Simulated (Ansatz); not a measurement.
# What each rung costs, and what it gives

Saddle point of SiH$_{2}$Cl$_{4}$, singlet (SiCl₄ ([Cl][Si]([Cl])([Cl])[Cl]) + H₂ → SiHCl₃ ([Cl][SiH]([Cl])[Cl]) + HCl; bonds formed: Si1–H7, Cl2–H6; bonds broken: Si1–Cl2, H6–H7), PBE0-D4/def2-TZVP structure:

| atom | x (Å) | y (Å) | z (Å) |
| --- | --- | --- | --- |
| Si1 | 0.0715 | 0.3943 | 0.0353 |
| Cl2 | -1.6198 | -1.2261 | -0.5812 |
| Cl3 | 0.0214 | 1.1949 | -1.8191 |
| Cl4 | -1.1245 | 1.1305 | 1.4879 |
| Cl5 | 1.9404 | 1.0082 | 0.6974 |
| H6 | -0.0619 | -1.4002 | -0.0566 |
| H7 | 0.7729 | -1.1016 | 0.2362 |

Barriers are electronic and count from the start structure reached by relaxing down the imaginary mode.

Ansatz 0.2.0; basis: as named in each row; cores frozen in the correlated methods. B3LYP uses VWN-RPA correlation. Extrapolation: Hartree–Fock as exp(−7.88 √X), correlation as X^−2.97.

Times are rough, for one single point on 4 threads of a shared host (Arm Neoverse V2).

The estimate by CCSD(T) at an estimated basis limit (MP2 extrapolated from triple and quadruple zeta, plus CCSD(T) − MP2 in triple zeta) is 61.35 kcal/mol.

```csv
method,basis,time (s),barrier (kcal/mol),method less estimate
HF,STO-3G,under 1,108.46,47.10
PBE-D4,STO-3G,under 1,71.14,9.78
SPW92,def2-SVP,under 1,41.99,-19.36
PBE-D4,def2-SVP,under 1,50.12,-11.24
B3LYP-D4,6-31G,under 1,63.58,2.22
PBE0-D4,def2-SVP,1,54.66,-6.70
SPW92,def2-TZVPP,1,43.04,-18.31
PBE-D4,def2-TZVPP,2,51.81,-9.55
BLYP-D4,def2-TZVPP,2,57.09,-4.27
CCSD(T),def2-SVP,3,65.31,3.95
BHLYP-D4,def2-TZVPP,3,65.07,3.71
B3LYP-D4,def2-TZVPP,3,59.99,-1.36
CAM-B3LYP-D4,def2-TZVPP,4,61.45,0.10
PBE0-D4,def2-TZVPP,4,56.11,-5.24
RPA on PBE,def2-TZVPP,4,62.57,1.21
wB97M-V,def2-SVP,4,58.20,-3.15
r2SCAN-D4,def2-TZVPP,5,55.97,-5.38
B2PLYP,def2-TZVPP,6,61.68,0.33
r2SCAN0-D4,def2-TZVPP,6,58.66,-2.69
PBE-QIDH,def2-TZVPP,6,60.14,-1.22
wB97X-V,def2-TZVPP,8,61.76,0.41
wB97M-V,def2-TZVPP,10,60.67,-0.68
B97M-V,def2-TZVPP,11,59.39,-1.97
MP2,def2-QZVPP,16,61.62,0.27
CCSD(T),def2-TZVPP,110,62.72,1.37
```

All methods are single points on the PBE0-D4 structures.

No T1 diagnostic of these runs exceeds 0.011.

Labels in which every atom is bracketed show which atoms are joined, not bond orders.
